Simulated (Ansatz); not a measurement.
`[NH2][Y]([F])[F]` + NH₃ → `[NH2][Y]([NH2])[F]` + H–F at 500 K and 1 bar (ligand exchange at a Y–F bond).

Program: Ansatz. Geometries: PBE0-D4/def2-TZVP. ΔE: electronic, gas phase. CCSD(T)/CBS is the MP2 limit (def2-TZVPP, def2-QZVPP) plus CCSD(T) − MP2 in def2-TZVPP, frozen cores. This one scheme is used for every species. Elements past krypton have def2 core potentials. For Y outer-core shells are correlated without core-valence functions, which leaves a few kJ/mol of doubt a bond. One conformer a species, not always the lowest.

| species | CCSD(T)/CBS energy (Eh) | H − E (kJ/mol) | S (J/(mol·K)) |
| --- | --- | --- | --- |
| `[NH2][Y]([F])[F]` | -293.95464 | 110.9 | 386.5 |
| NH₃ | -56.50880 | 108.2 | 211.8 |
| `[NH2][Y]([NH2])[F]` | -250.01747 | 176.8 | 410.5 |
| H–F | -100.39570 | 39.4 | 188.7 |

H − E and S are ideal-gas, rigid-rotor, harmonic terms from PBE0-D4/def2-TZVP, for one conformer and one mirror image of each species. 1 Eh = 2625.50 kJ/mol, R = 8.31446 J/(mol·K).

Question: By hand: ΔE, ΔH, ΔS and ΔG.

Answer: ΔE = (-250.01747) + (-100.39570) − (-293.95464) − (-56.50880) = 0.05027 Eh = 132.0 kJ/mol. Δ(H − E) = 176.8 + 39.4 − 110.9 − 108.2 = -2.9, so ΔH = 129.1 kJ/mol. ΔS = 410.5 + 188.7 − 386.5 − 211.8 = 0.9 J/(mol·K). ΔG = 129.1 − 500 × (0.9)/1000 = 128.7 kJ/mol.

Question: By hand: the equilibrium constant, and the temperature at which ΔG would vanish if ΔH and ΔS stayed fixed.

Answer: log₁₀ K = −ΔG/(RT ln 10) = -13.4. ΔG = 0 at ΔH/ΔS = 143444 K, far beyond where these terms or the molecules hold.

The number of gas molecules stays the same, so ΔS is small and ΔH decides. A doubt of 5 kJ/mol in ΔE shifts log₁₀ K by 0.5 here. Other conformers and mirror images would add mixing entropy, several J/(mol·K) or more a flexible species. Modes under 60 cm⁻¹, often nearly free rotors, make the harmonic entropy too high. These are equilibria of isolated gas molecules and say nothing of rates. Largest T1 diagnostic: 0.014 (customary marks: 0.02 for closed shells, 0.045 for open ones).
